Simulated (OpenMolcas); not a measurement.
W4+ (d2) among equal point charges was computed by CASSCF with the d shell active (OpenMolcas, ANO-RCC-VTZP on the metal). Its lowest spin-free states, and all those of the highest spin:

```
2S+1  Degeneracy  E (cm-1)
   3           2       0.0
   1           1      2687
   3           1      8603
   1           2     10675
   3           1     12114
   1           1     15049
   1           1     18114
   3           1     23149
   1           1     24209
   3           2     26073
   1           1     29084
   1           1     32083
   3           2     38612
   3           1     63179
```

**Question.** Is the site octahedral, tetrahedral or cube-like, axial, or of lower symmetry?

**Answer.** The states with 2S+1 = 3 have orbital degeneracies 2, 1, 1, 1, 2, 2, 1. There are pairs but no triples, so the site is axial: not cubic, but with a proper or improper axis of order three or more. The run had W4+ among 4 point charges of -2.5 e arranged as a square (D4h), 2.17 Å from the ion.

An orbital doublet at a regular site is open to a Jahn-Teller distortion, which this geometry leaves out. Without dynamic correlation the repulsion within the d shell is too large (B by tens of per cent), so at a given field states of lower spin stand too high. Point charges carry no covalency, so the field is a model and not that of real ligands. No measured value stands beside these numbers.
